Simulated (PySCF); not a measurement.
Molecular orbitals of TlPb

BHandHLYP at R = 2.980 Å; basis Tl def2-SVP with ECP60, Pb def2-SVP with ECP60; scalar-relativistic core potentials; PySCF 2.14. State: ⁴Σ⁻ (quartet), unpaired electrons σ ↑, π ↑↑. Only the outer orbitals are listed, counted within each symmetry, core potentials removing the inner ones.

```
spin  orbital  occ.  ε (eV)  on Tl (%)   main shells (%)
   α       7σ     1  -15.09         18  81 Pb s, 15 Tl s
   α       8σ     1  -11.64         79  78 Tl s, 15 Pb s
   α       9σ     1   -5.62         44  55 Pb p, 40 Tl p
   α       5π     1   -5.23         21  78 Pb p, 21 Tl p
   α       5π     1   -5.23         21  78 Pb p, 21 Tl p
   α       6π     0   -1.01         79  79 Tl p, 20 Pb p
   α       6π     0   -1.01         79  79 Tl p, 20 Pb p
   α      10σ     0    0.70         69  71 Tl p, 38 Pb p
   β       7σ     1  -13.17         28  71 Pb s, 26 Tl s
   β       8σ     1  -10.57         72  71 Tl s, 25 Pb s
   β       9σ     0   -1.83         51  48 Tl p, 48 Pb p
   β       5π     0   -1.70         59  59 Tl p, 40 Pb p
   β       5π     0   -1.70         59  59 Tl p, 40 Pb p
```

Task: Which are the highest filled and the lowest empty level, where do they sit, and how wide is the gap?

Result: Highest filled α 5π at -5.23 eV (in %: 78 Pb p, 21 Tl p); lowest empty β 9σ at -1.83 eV (in %: 48 Tl p, 48 Pb p); the gap at BHandHLYP is 3.40 eV.

```json
{
 "bond order (Mayer)": "1.25",
 "⟨S²⟩": "3.756",
 "charge on Tl (Mulliken, basis-dependent)": "0.17",
 "charge on Tl (Löwdin, basis-dependent)": "0.10",
 "dipole moment (positive dipole means Tl(−)Pb(+))": "-2.05 D"
}
```

These are scalar-relativistic numbers at best; spin–orbit coupling would shift them, the dissociation energy most. The state is the lowest determinant that a PBE0 search found; another state may lie lower at other levels.
